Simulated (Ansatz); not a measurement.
Relaxation of H$_{3}$NS$_{2}$Sn (7 atoms, charge 0, multiplicity 1), to a largest force component of 0.015 eV/Å in at most 40 steps.

The calculation used Ansatz 0.2.0, RKS B3LYP/def2-SVP.

```xyz
7
Properties=species:S:1:pos:R:3
N -1.107 0.919 0.043
Sn 0.604 -0.104 0.025
S 0.625 -1.873 1.655
S 0.260 -2.447 -0.322
H -1.342 1.202 1.041
H -1.929 0.261 -0.183
H 2.076 0.485 -0.774
```

Task: Where does it end, and by what steps?

Result: It converged. After 13 steps the energy has fallen by 0.436 eV; H5 moved furthest, 0.70 Å.

```csv
step,energy less start (eV),largest force component (eV/Å),accepted
0,0.0000,2.922,yes
1,-0.3454,0.734,yes
2,-0.4074,0.254,yes
3,-0.3889,0.403,no
4,-0.4166,0.137,yes
5,-0.4211,0.219,yes
6,-0.4205,0.501,no
7,-0.4262,0.100,yes
8,-0.4303,0.060,yes
9,-0.4320,0.276,yes
10,-0.4356,0.024,yes
11,-0.4359,0.050,yes
12,-0.4360,0.024,yes
13,-0.4361,0.005,yes
```

```xyz
7
Properties=species:S:1:pos:R:3
N -1.183 0.821 -0.046
Sn 0.537 -0.270 0.060
S 0.799 -2.090 1.650
S 0.321 -2.602 -0.504
H -1.169 1.658 0.540
H -1.999 0.267 0.218
H 1.882 0.658 -0.434
```

The run took 2.1 min on 1 thread of AMD EPYC 7R43 64-Core Processor (Zen 3), on a shared host, peak memory 0.22 GiB.
